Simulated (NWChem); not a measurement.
System: TaSF3; SMILES [F][Ta](=[S])([F])[F]

Input file for NWChem:

```
start job
memory heap 200 mb stack 900 mb global 1100 mb
geometry units angstroms noautoz
  Ta     0.000000     0.000000    -0.085780
  S      0.000000     0.000000     2.062994
  F      0.490334     1.710645    -0.648316
  F     -1.726629    -0.430680    -0.648316
  F      1.236295    -1.279965    -0.648316
end
basis spherical
  * library def2-svp
end
ecp
  Ta library def2-ecp
end
dft
  xc hfexch
  iterations 150
  mulliken
end
task dft energy
```

Excerpt of the output:

```
             Northwest Computational Chemistry Package (NWChem) 7.3.0
             --------------------------------------------------------

 C3  symmetry detected

                             Geometry "geometry" -> ""
                             -------------------------

 Output coordinates in angstroms (scale by  1.889725989 to convert to a.u.)

  No.       Tag          Charge          X              Y              Z
 ---- ---------------- ---------- -------------- -------------- --------------
    1 Ta                  73.0000    -0.00000000     0.00000000     0.16544752
    2 S                   16.0000     0.00000000     0.00000000    -1.98332648
    3 F                    9.0000     1.40296603    -1.09472392     0.72798352
    4 F                    9.0000    -1.64954174    -0.66764227     0.72798352
    5 F                    9.0000     0.24657571     1.76236618     0.72798352

 Effective nuclear repulsion energy (a.u.)     958.7068619621

      Symmetry information
      --------------------

 Group name             C3
 Group number              5
 Group order               3
 No. of unique centers     3

 Summary of "ao basis" -> "ao basis" (spherical)
 ------------------------------------------------------------------------------
       Tag                 Description            Shells   Functions and Types
 ---------------- ------------------------------  ------  ---------------------
 Ta                         def2-svp                12       32   6s3p2d1f
 S                          def2-svp                 8       18   4s3p1d
 F                          def2-svp                 6       14   3s2p1d

      Symmetry analysis of basis
      --------------------------

        a          36
        e+         28
        e-         28

  Rotation of axis

            General Information
            -------------------
          SCF calculation type: DFT
          Wavefunction type:  closed shell.
          No. of atoms     :     5
          No. of electrons :    56
           Alpha electrons :    28
            Beta electrons :    28
          Charge           :     0
          Spin multiplicity:     1
          Use of symmetry is: on ; symmetry adaption is: on
          Maximum number of iterations: 150
          AO basis - number of functions:    92
                     number of shells:    38
          Convergence on energy requested:  1.00D-06
          Convergence on density requested:  1.00D-05
          Convergence on gradient requested:  5.00D-04

              XC Information
              --------------
                     Hartree-Fock (Exact) Exchange  1.000

      Superposition of Atomic Density Guess
      -------------------------------------

 Sum of atomic energies:        -757.14350744

      Non-variational initial energy
      ------------------------------

 Total energy =    -751.411201
 1-e energy   =   -1584.495529
 2-e energy   =     570.129621
 HOMO         =      -0.352469
 LUMO         =      -0.011913

      Symmetry analysis of molecular orbitals - initial
      -------------------------------------------------

  Numbering of irreducible representations:

     1 a           2 e+          3 e-

  Orbital symmetries:

     1 a           2 a           3 e+          4 e+          5 a
     6 a           7 e+          8 e+          9 a          10 e+
    11 e+         12 a          13 a          14 e+         15 e+
    16 a          17 a          18 e+         19 e+         20 e+
    21 e+         22 a          23 a          24 e+         25 e+
    26 a          27 e+         28 e+         29 a          30 e+
    31 e+         32 a          33 e+         34 e+         35 e+
    36 e+         37 a          38 a

     ---------------------------------------------
      Total Density - Mulliken Population Analysis
     ---------------------------------------------

    Atom       Charge   Shell Charges
 -----------   ------   -------------------------------------------------------
    1 Ta  13    10.05   0.03 -0.32  1.77  0.54  0.31  0.05  5.48  0.59  0.13  1.09  0.24  0.13
    2 S   16    17.03   2.00  1.99  1.24  0.68  5.94  2.00  3.15  0.02
    3 F    9     9.64   1.99  1.15  0.79  3.55  2.15  0.00
    4 F    9     9.64   1.99  1.15  0.79  3.55  2.15  0.00
    5 F    9     9.64   1.99  1.15  0.79  3.55  2.15  0.00

   convergence    iter        energy       DeltaE   RMS-Dens  Diis-err
 ---------------- ----- ----------------- --------- --------- ---------
 d= 0,ls=0.0,diis     1   -751.8176595450 -1.01D+03  2.43D-02  2.32D+00
 d= 0,ls=0.0,diis     2   -751.7080587653  1.10D-01  1.42D-02  3.49D+00
 d= 0,ls=0.0,diis     3   -752.1091509427 -4.01D-01  1.65D-03  2.59D-02
 d= 0,ls=0.0,diis     4   -752.1123338018 -3.18D-03  5.94D-04  3.84D-03
 d= 0,ls=0.0,diis     5   -752.1128950106 -5.61D-04  1.72D-04  7.46D-05
  Resetting Diis
 d= 0,ls=0.0,diis     6   -752.1129294814 -3.45D-05  8.00D-05  8.87D-06
 d= 0,ls=0.0,diis     7   -752.1129362280 -6.75D-06  2.97D-05  1.99D-06
 d= 0,ls=0.0,diis     8   -752.1129373646 -1.14D-06  2.63D-05  7.05D-07
 d= 0,ls=0.0,diis     9   -752.1129379640 -5.99D-07  2.01D-05  2.69D-07
 d= 0,ls=0.0,diis    10   -752.1129381219 -1.58D-07  2.61D-06  2.39D-08

         Total DFT energy =     -752.112938121950
      One electron energy =    -1585.846659629731
           Coulomb energy =      632.157732910093
    Exchange-Corr. energy =      -61.378719080711
 Nuclear repulsion energy =      262.954707678400

 Numeric. integr. density =        0.000000000000

                  Occupations of the irreducible representations
                  ----------------------------------------------

                     irrep           alpha         beta
                     --------     --------     --------
                     a                12.0         12.0
                     e+               16.0         16.0
                     e-                0.0          0.0

                       DFT Final Molecular Orbital Analysis
                       ------------------------------------

 Vector   26  Occ=2.000000D+00  E=-4.632617D-01  Symmetry=a
              MO Center= -1.4D-12, -1.5D-12, -1.7D+00, r^2= 2.2D+00
   Bfn.  Coefficient  Atom+Function         Bfn.  Coefficient  Atom+Function
  ----- ------------  ---------------      ----- ------------  ---------------
    45      0.483538  2 S  pz                18      0.394593  1 Ta d  0
    42      0.386759  2 S  pz                 5      0.256579  1 Ta s
     3     -0.247339  1 Ta s                 39      0.224217  2 S  pz
    35     -0.197481  2 S  s                  9      0.172582  1 Ta pz
     2      0.145207  1 Ta s                 36     -0.135487  2 S  s

 Vector   27  Occ=2.000000D+00  E=-4.075156D-01  Symmetry=e+
              MO Center= -1.2D-02,  7.0D-03, -1.5D+00, r^2= 2.1D+00
   Bfn.  Coefficient  Atom+Function         Bfn.  Coefficient  Atom+Function
  ----- ------------  ---------------      ----- ------------  ---------------
    44      0.401810  2 S  py                43      0.366076  2 S  px
    41      0.283682  2 S  py                40      0.258454  2 S  px
    17     -0.220043  1 Ta d -1              19      0.200474  1 Ta d  1
    38      0.163057  2 S  py                37      0.148556  2 S  px
     8     -0.093205  1 Ta py                 7     -0.084916  1 Ta px

 Vector   28  Occ=2.000000D+00  E=-4.075156D-01  Symmetry=e+
              MO Center=  1.2D-02, -7.0D-03, -1.5D+00, r^2= 2.1D+00
   Bfn.  Coefficient  Atom+Function         Bfn.  Coefficient  Atom+Function
  ----- ------------  ---------------      ----- ------------  ---------------
    43      0.401810  2 S  px                44     -0.366076  2 S  py
    40      0.283682  2 S  px                41     -0.258454  2 S  py
    19      0.220043  1 Ta d  1              17      0.200474  1 Ta d -1
    37      0.163057  2 S  px                38     -0.148556  2 S  py
     7     -0.093205  1 Ta px                 8      0.084916  1 Ta py

 Vector   29  Occ=0.000000D+00  E= 4.624069D-02  Symmetry=e+
              MO Center=  7.2D-02,  4.9D-03, -3.8D-02, r^2= 2.4D+00
   Bfn.  Coefficient  Atom+Function         Bfn.  Coefficient  Atom+Function
  ----- ------------  ---------------      ----- ------------  ---------------
    19      0.647349  1 Ta d  1              20     -0.396591  1 Ta d  2
    17     -0.390324  1 Ta d -1              43     -0.281567  2 S  px
    16     -0.277880  1 Ta d -2              44     -0.169773  2 S  py
    13     -0.150750  1 Ta px                73     -0.126276  4 F  pz
    70      0.123663  4 F  pz                40     -0.123043  2 S  px

 Vector   30  Occ=0.000000D+00  E= 4.624069D-02  Symmetry=e+
              MO Center= -7.2D-02, -4.9D-03, -3.8D-02, r^2= 2.4D+00
   Bfn.  Coefficient  Atom+Function         Bfn.  Coefficient  Atom+Function
  ----- ------------  ---------------      ----- ------------  ---------------
    17      0.647349  1 Ta d -1              16     -0.396591  1 Ta d -2
    19      0.390324  1 Ta d  1              44      0.281567  2 S  py
    20      0.277880  1 Ta d  2              43     -0.169773  2 S  px
    14      0.150750  1 Ta py                69      0.137909  4 F  py
    72     -0.137708  4 F  py                41      0.123043  2 S  py

 Vector   31  Occ=0.000000D+00  E= 5.716863D-02  Symmetry=a
              MO Center= -5.4D-14,  1.4D-13,  1.4D+00, r^2= 6.4D+00
   Bfn.  Coefficient  Atom+Function         Bfn.  Coefficient  Atom+Function
  ----- ------------  ---------------      ----- ------------  ---------------
     6      1.442737  1 Ta s                  5     -0.403636  1 Ta s
    36     -0.345528  2 S  s                 15      0.327009  1 Ta pz
    45     -0.231921  2 S  pz                23      0.206860  1 Ta d  0
     3     -0.175980  1 Ta s                 53     -0.165108  3 F  s
    67     -0.165108  4 F  s                 81     -0.165108  5 F  s

     ---------------------------------------------
      Total Density - Mulliken Population Analysis
     ---------------------------------------------

    Atom       Charge   Shell Charges
 -----------   ------   -------------------------------------------------------
    1 Ta  13    11.26   0.04 -0.33  1.82  0.52  0.31 -0.03  5.64  0.53  0.17  2.02  0.34  0.23
    2 S   16    16.35   2.00  1.99  1.18  0.75  5.94  1.72  2.72  0.04
    3 F    9     9.47   1.99  1.12  0.84  3.32  2.19  0.00
    4 F    9     9.47   1.99  1.12  0.84  3.32  2.19  0.00
    5 F    9     9.47   1.99  1.12  0.84  3.32  2.19  0.00

     -------------------------------------------
      Total Density - Lowdin Population Analysis
     -------------------------------------------

    Atom       Charge   Shell Charges
 -----------   ------   -------------------------------------------------------
    1 Ta  13    12.47   0.00  0.03  1.07  0.80  0.34  0.13  4.99  1.26  0.45  1.91  1.02  0.45
    2 S   16    15.88   2.00  1.96  0.95  0.69  5.82  1.86  2.56  0.04
    3 F    9     9.22   1.98  1.02  0.77  3.22  2.23  0.00
    4 F    9     9.22   1.98  1.02  0.77  3.22  2.23  0.00
    5 F    9     9.22   1.98  1.02  0.77  3.22  2.23  0.00

     Multipole analysis of the density
     ---------------------------------

     L   x y z        total         alpha         beta         nuclear
     -   - - -        -----         -----         ----         -------
     0   0 0 0      0.000000    -28.000000    -28.000000     56.000000

     1   1 0 0      0.000000      0.000000      0.000000     -0.000000
     1   0 1 0     -0.000000     -0.000000     -0.000000      0.000000
     1   0 0 1      0.753471      9.756249      9.756249    -18.759028

     2   2 0 0    -41.498806    -97.082529    -97.082529    152.666253
     2   1 1 0     -0.000000     -0.000000     -0.000000     -0.000000
     2   1 0 1     -0.000000     -0.000000     -0.000000      0.000000
     2   0 2 0    -41.498806    -97.082529    -97.082529    152.666253
     2   0 1 1      0.000000      0.000000      0.000000      0.000000
     2   0 0 2    -40.583349   -158.852738   -158.852738    277.122127
```

Level: Hartree-Fock/def2-SVP with def2 effective core potentials on Ta. Coordinates come from a PBE0/def2-SVP optimisation. def2 effective core potentials on Ta; no spin-orbit coupling.
